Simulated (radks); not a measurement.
Values are calculated unless marked as measured or tabulated.
Question: Level of theory: scalar-relativistic Kohn-Sham, LB94 model potential, spin-unpolarised, spherical densities, finite nucleus; Fermi nuclear charge, rms radius of each element as measured or else 0.836 A^(1/3) + 0.57 fm (a radial shooting solver on a logarithmic mesh with Libxc functionals). Response by self-consistent Sternheimer equations with the Hartree and adiabatic LDA kernel, the relativistic mass of each level held fixed and spin-orbit coupling left out. For heavy and open-shell atoms this level of theory can miss by tens of per cent. Rank N+, Te3+, Ir+, P+, Sr+, Cd, Fe (NIST ground configurations) by static dipole polarisability, largest first.

Answer: Sr+ 58.40, Fe 43.71, Cd 34.19, Ir+ 20.97, P+ 14.25, Te3+ 9.447, N+ 3.680 bohr^3.
